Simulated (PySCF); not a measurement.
Compound: C5H9PSi.
Numbering: `[SiH3:1][CH:2]1[CH:3]=[CH:4][PH:5][CH:6]=[CH:7]1` (hydrogens: H8, H9, H10 on Si1; H11 on C2; H12 on C3; H13 on C4; H14 on P5; H15 on C6; H16 on C7)

Level of theory: core-valence-separated Tamm–Dancoff BHandHLYP/aug-pcX-1 (pcseg-1 on H, def2-SVPD on P, def2-SVPD on Si) in PySCF, non-relativistic, gas phase, PBE0-D3(BJ)/def2-SVP geometry.

Computed carbon K-edge spectrum, Gaussian lines of 0.3 eV full width, highest printed point 100; it ends one width below the last computed root. Absolute energies from this functional tend to lie a few eV below measured edges; no shift was applied.

photon energy (eV), absorption and a bar:
```
    282.4          1 
    282.5          4 #
    282.6         21 ######
    282.7         60 ##################
    282.8        100 ##############################
    282.9         99 ##############################
    283.0         59 ##################
    283.1         20 ######
    283.2          4 #
    283.3          0 
    283.4          0 
    283.5          0 
    283.6          0 
    283.7          0 
    283.8          0 
    283.9          0 
    284.0          0 
    284.1          0 
    284.2          0 
    284.3          0 
    284.4          0 
    284.5          0 
    284.6          0 
    284.7          0 
    284.8          0 
    284.9          0 
    285.0          0 
    285.1          0 
    285.2          0 
    285.3          1 
    285.4          3 #
    285.5          8 ##
    285.6         16 #####
    285.7         25 ########
    285.8         38 ###########
    285.9         47 ##############
    286.0         37 ###########
    286.1         17 #####
    286.2          5 #
    286.3          3 #
    286.4         10 ###
    286.5         23 #######
    286.6         31 #########
    286.7         24 #######
    286.8         11 ###
    286.9          4 #
```

Task: Assign the maxima to core holes.

Result: 3 maxima:
- 282.8 eV: C3/C7 (alkene CH carbon), 282.90 eV, f = 0.129, sum of 2, 56 % of the height at the exact maximum; C4/C6 (alkene CH carbon), 282.79 eV, f = 0.108, sum of 2, 44 % of the height at the exact maximum
- 285.9 eV: C3/C7 (alkene CH carbon), 285.93 eV, f = 0.049, sum of 2, 49 % of the height at the exact maximum; C4/C6 (alkene CH carbon), 285.90 eV, f = 0.034, sum of 2, 36 % of the height at the exact maximum
- 286.6 eV: C2 (sp3 carbon bound to silicon), 286.56 eV, f = 0.032, 47 % of the height at the exact maximum; C4/C6 (alkene CH carbon), 286.61 eV, f = 0.019, sum of 2, 29 % of the height at the exact maximum; C3/C7 (alkene CH carbon), 286.67 eV, f = 0.017, sum of 2, 23 % of the height at the exact maximum

Further lines of some strength in the range: C2, 285.60 eV, f = 0.016; C4/C6, 285.72 eV, f = 0.020, sum of 2.

Roots within 0.03 eV on the same or equivalent atoms count as one line; shares under 12 % aren't listed.

Vibrational structure and lifetime widths aren't in the curve. The ionisation threshold wasn't computed; near and above it a finite basis only mimics Rydberg series and continuum.

One conformer stands for the species.
